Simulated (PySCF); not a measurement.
CH12N2Si3, SMILES C[Si](N)(N)[SiH2][SiH3]. The structure is a stationary point at PBE0-D3(BJ)/def2-SVP. The structure was generated by enumeration, and PubChem lists no compound with its InChIKey, so it may never have been made. One conformer was computed; it need not be the lowest.

**Question.** Give the equilibrium geometry at PBE0-D3(BJ)/def2-SVP (PySCF confirms it by a frequency run) as bond lengths and angles. (Estimate from the structure and the level; the computed values follow.)

**Answer.** Several could match; the one computed here: 
Atoms: C1 Si2 N3 N4 Si5 Si6 H7 H8 H9 H10 H11 H12 H13 H14 H15 H16 H17 H18. Bonded distances (Å): C1–Si2 1.874, C1–H7 1.102, C1–H8 1.101, C1–H9 1.100, Si2–N3 1.733, Si2–N4 1.740, Si2–Si5 2.360, N3–H10 1.013, N3–H11 1.015, N4–H12 1.015, N4–H13 1.015, Si5–Si6 2.344, Si5–H14 1.502, Si5–H15 1.500, Si6–H16 1.497, Si6–H17 1.497, Si6–H18 1.498. Bond angles (°): Si2–C1–H7 110.3, Si2–C1–H8 111.7, Si2–C1–H9 110.3, H7–C1–H8 108.0, H7–C1–H9 108.1, H8–C1–H9 108.2, C1–Si2–N3 111.1, C1–Si2–N4 105.6, C1–Si2–Si5 109.0, N3–Si2–N4 112.0, N3–Si2–Si5 102.5, N4–Si2–Si5 116.8, Si2–N3–H10 120.8, Si2–N3–H11 120.2, H10–N3–H11 111.0, Si2–N4–H12 119.0, Si2–N4–H13 119.5, H12–N4–H13 110.2, Si2–Si5–Si6 107.8, Si2–Si5–H14 112.4, Si2–Si5–H15 111.4, Si6–Si5–H14 108.4, Si6–Si5–H15 109.5, H14–Si5–H15 107.3, Si5–Si6–H16 109.7, Si5–Si6–H17 113.4, Si5–Si6–H18 109.4, H16–Si6–H17 108.2, H16–Si6–H18 108.1, H17–Si6–H18 107.9.
Charge 0, spin multiplicity 1.
